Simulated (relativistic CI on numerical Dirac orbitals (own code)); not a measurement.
**Forbidden transitions in Co¹²⁺**

Method of calculation: Dirac-Coulomb-Breit CI, separate exchange-only KLI orbitals for each configuration, model QED, unscaled Slater integrals (own radial code, finite nucleus).

CI space (outside the closed core [Ne]): 3s2 3p3, 3s 3p4, 3s2 3p2 3d, 3p5, 3s 3p3 3d, 3p4 3d, 3s 3p2 3d2, 3s2 3p2 4s, 3s2 3p 3d 4p, 3s2 3p2 4p, 3p4 4s, 3p4 4p, 3s 3p2 3d 4s, 3s2 3p2 4d, 3s 3p3 4s, 3s2 3p2 4f, 3s 3p3 4p, 3p3 3d 4p, 3s 3p3 4d, 3s2 3p2 5s, 3s 3p3 4f, 3s2 3p2 5p, 3s2 3p 4s 4p, 3s2 3p2 5d, 3s2 3p2 5f, 3s2 3p2 5g, 3s 3p2 4s2, 3s 3p3 5s, 3s2 3p2 6s, 3s2 3p 3d2, 3s2 3d3, 3s 3p 3d3, 3s2 3d2 4s, 3s2 3d2 4p, 3s2 3d2 4d, 3p3 3d2, 3p2 3d3, 3p2 3d2 4s, 3p2 3d2 4p, 3p2 3d2 4d, 3s2 3p 3d 4s, 3s 3p 3d2 4s, 3s2 3d 4s2, 3s2 3d 4s 4p, 3s2 3d 4s 4d, 3s 3p2 3d 4p, 3s 3p 3d2 4p, 3s 3p 3d 4s 4p, 3s 3p 3d 4p2, 3s 3p 3d 4p 4d, 3p3 3d 4s, 3p2 3d 4s2, 3p2 3d 4s 4p, 3p2 3d 4s 4d, 3s2 3p 4s2, 3s 3p 3d 4s2, 3s2 4s2 4p, 3s2 4s2 4d, 3s2 3p 4p2, 3s2 3d 4p2, 3s2 4s 4p2, 3s2 4p3, 3s2 4p2 4d. Double excitations out of closed p, d and f shells are left out; levels of such configurations are missing from the list, as are those of other unlisted configurations, and high levels can miss mixing partners. These lack a partner that the ground configuration has and come out too high: 3s2 3p2 4f, 3s 3p3 4d, 3s2 3p2 5s, 3s 3p3 4f, 3s2 3p2 5p.

```tsv
λ vac (nm)	Lower	Upper	Type	A (s⁻¹)	log gf
23.392	3s2 3p3 2D°_5/2 [3]	3s2 3p2 3d 4F_9/2 [18]	M2	4.87e+01	-8.40
40.352	3s 3p4 4P_5/2 [6]	3s2 3p2 3d 2G_9/2 [25]	E2	1.60e+01	-8.41
54.022	3s 3p4 4P_5/2 [6]	3s2 3p2 3d 4F_9/2 [18]	E2	7.58e+01	-7.48
58.234	3s 3p4 2D_5/2 [10]	3s2 3p2 3d 2G_9/2 [25]	E2	2.28e+01	-7.94
109.22	3s2 3p3 4S°_3/2 [1]	3s2 3p3 2P°_3/2 [5]	M1	5.50e+02	-6.40
120.20	3s2 3p3 4S°_3/2 [1]	3s2 3p3 2P°_1/2 [4]	M1	3.19e+02	-6.86
140.62	3s2 3p2 3d 4F_7/2 [16]	3s2 3p2 3d 2G_9/2 [25]	M1	1.10e+02	-6.48
159.46	3s2 3p2 3d 4F_9/2 [18]	3s2 3p2 3d 2G_9/2 [25]	M1	2.02e+02	-6.11
191.41	3s2 3p3 4S°_3/2 [1]	3s2 3p3 2D°_5/2 [3]	E2	1.86e-01	-9.21
191.41	3s2 3p3 4S°_3/2 [1]	3s2 3p3 2D°_5/2 [3]	M1	4.23e+00	-7.86
215.69	3s2 3p3 4S°_3/2 [1]	3s2 3p3 2D°_3/2 [2]	M1	1.02e+02	-6.55
221.27	3s2 3p3 2D°_3/2 [2]	3s2 3p3 2P°_3/2 [5]	M1	3.46e+02	-5.99
245.82	3s2 3p2 3d 2F_7/2 [23]	3s2 3p2 3d 2G_9/2 [25]	M1	1.58e+01	-6.84
254.36	3s2 3p3 2D°_5/2 [3]	3s2 3p3 2P°_3/2 [5]	M1	1.32e+02	-6.29
271.48	3s2 3p3 2D°_3/2 [2]	3s2 3p3 2P°_1/2 [4]	M1	1.12e+02	-6.61
1190.4	3s2 3p2 3d 4F_7/2 [16]	3s2 3p2 3d 4F_9/2 [18]	M1	1.48e+01	-5.50
1700.6	3s2 3p3 2D°_3/2 [2]	3s2 3p3 2D°_5/2 [3]	M1	1.89e+00	-6.31
```

Terms are leading LS components. Brackets give the number of a level in order of energy, since labels repeat. The list gives strong lines, with weight on those to low levels, among the lowest 400 of 7418 levels, so that lines to higher ones, which can be the strongest, are missing. Levels whose partners in the same complex of configurations lie outside the list can be far off, and so can their lines. Rates are taken at the computed energies, electric ones in the length gauge.

At this charge energies of transitions that change n are usually good to better than 1 %, and those within a shell (Δn = 0) to a few per cent.

LS names give the leading component of a level, which can be under half, so a name can repeat, a term be missing and a line seem to break the LS rules.
